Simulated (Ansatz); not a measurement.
# Ligand exchange: InH2Cl + Cd(CH3)(NH2) → InH2(NH2) + Cd(CH3)Cl

Gas-phase species: InH2Cl `[Cl][InH2]`, singlet; Cd(CH3)(NH2), singlet; InH2(NH2), singlet; Cd(CH3)Cl, singlet. The partners trade Cl for NH2: In–Cl and Cd–NH2 bonds give way to In–NH2 and Cd–Cl.

Shapes, held fixed at every level: PBE0-D4/def2-TZVP. Programs: Ansatz 0.2.0. Electronic energies: no zero-point or thermal term.

```csv
level,kind,ΔE (kJ/mol),less CCSD(T)/def2-TZVPP
SPW92/def2-TZVPP,LDA,-30.7,+0.7
r2SCAN-D4/def2-TZVPP,meta-GGA,-31.1,+0.3
BHLYP-D4/def2-TZVPP,global hybrid,-37.2,-5.8
B2PLYP/def2-TZVPP,double hybrid,-32.1,-0.7
MP2/def2-SVP,perturbation theory,-31.8,-0.4
CCSD/def2-SVP,coupled cluster or CI,-34.4,-3.0
CCSD(T)/def2-TZVPP,coupled cluster or CI,-31.4,0.0
```

The highest level, CCSD(T)/def2-TZVPP, gives ΔE = -31.4 kJ/mol; the levels span -37.2 to -30.7. The column of differences is taken from that level and isn't an error. No measured value is set beside it here. For atoms past krypton def2 sets carry core potentials with scalar relativity. Outer-core shells of Cd, In are correlated, in sets that cover them unevenly.
